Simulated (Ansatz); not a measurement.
System: SiS, charge 0, singlet. SiS (sulfanylidenesilicon, SMILES S=[Si]).
B3LYP-D3(BJ)/def2-TZVP minimum from Ansatz (a program for electronic structure):
```xyz
2

Si     0.0000     0.0000    -1.0336
S      0.0000     0.0000     0.9044
```
Charge 0, spin multiplicity 1.

Total energies in hartree (Ansatz). Open shells are spin-unrestricted; no spin-orbit coupling. Correlated methods leave the cores frozen. No relativity. The T1 diagnostic of SSi ([Si]=S, singlet) reaches 0.025 in the sets run.

```tsv
species	HF/cc-pV(T+d)Z	CCSD(T)/cc-pV(T+d)Z	HF/cc-pV(Q+d)Z	CCSD(T)/cc-pV(Q+d)Z	CCSD(T)/cc-pV(5+d)Z	CCSDT(Q)/cc-pV(5+d)Z
1: SiS (SMILES [Si]=S)	-686.50903	-686.80897	-686.51465	-686.83452	-686.84245	-686.84478
2: Si (triplet)	-288.85649	-288.93344	-288.85845	-288.93781	-288.93909	-288.93984
3: S (triplet)	-397.50938	-397.65444	-397.51264	-397.66785	-397.67178	-397.67275
```

Q: Work out the atomisation energy (electronic, to ground-state atoms) in kcal/mol: take Hartree-Fock from cc-pV(Q+d)Z, extrapolate the CCSD(T) correlation energy as X^-3 (X = 3, 4), and add CCSDT(Q) - CCSD(T) in cc-pV(5+d)Z. 1 hartree = 627.51 kcal/mol.

A: 
Species 1: correlation (64·(-0.31987) - 27·(-0.29994))/37 = -0.33441; step -0.00233; E1 = -686.51465 + (-0.33441) + (-0.00233) = -686.85139
Species 2: correlation (64·(-0.07936) - 27·(-0.07695))/37 = -0.08112; step -0.00075; E2 = -288.85845 + (-0.08112) + (-0.00075) = -288.94032
Species 3: correlation (64·(-0.15521) - 27·(-0.14506))/37 = -0.16262; step -0.00097; E3 = -397.51264 + (-0.16262) + (-0.00097) = -397.67623
-1·E1 +1·E2 +1·E3 = 0.23484 hartree = 147.4 kcal/mol.
